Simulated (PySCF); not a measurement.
# A small calculation by hand: oscillator strength and radiative lifetime

B(H)(OAc)(OH) (C2H5BO3), SMILES OBOC(=O)C.

Coordinates come from a PBE0-D3(BJ)/def2-SVP optimisation. The structure was generated by enumeration, and PubChem lists no compound with its InChIKey, so it may never have been made. One conformer was computed; it need not be the lowest.

TDA-PBE/def2-SVPD (PySCF) puts the first singlet state with f over 0.02 at 6.90 eV (vertical), with the transition dipole (0.172, -0.202, -0.297) in atomic units.

Q: Find the oscillator strength, the wavelength and the radiative lifetime that this transition would have in vacuum if emission retraced absorption.

A: 
|μ|² = 0.1586 au, so |μ| = 1.01 D. ΔE = 6.90/27.211 = 0.2536 hartree. f = (2/3) ΔE |μ|² = 0.027 (the program prints 0.027).
λ = 1239.84/6.90 = 180 nm; ν = 55652 cm⁻¹.
Einstein's coefficient A = 0.6670 ν² f s⁻¹ (ν in cm⁻¹) = 5.5e7 s⁻¹, so τ = 1/A = 18 ns. This state is S5; the lower singlets have f = 0.001, 0.007, 0.003, 0.004. The figure is the radiative limit of this one transition; relaxation, internal conversion, crossing to triplets and a medium change what is measured.
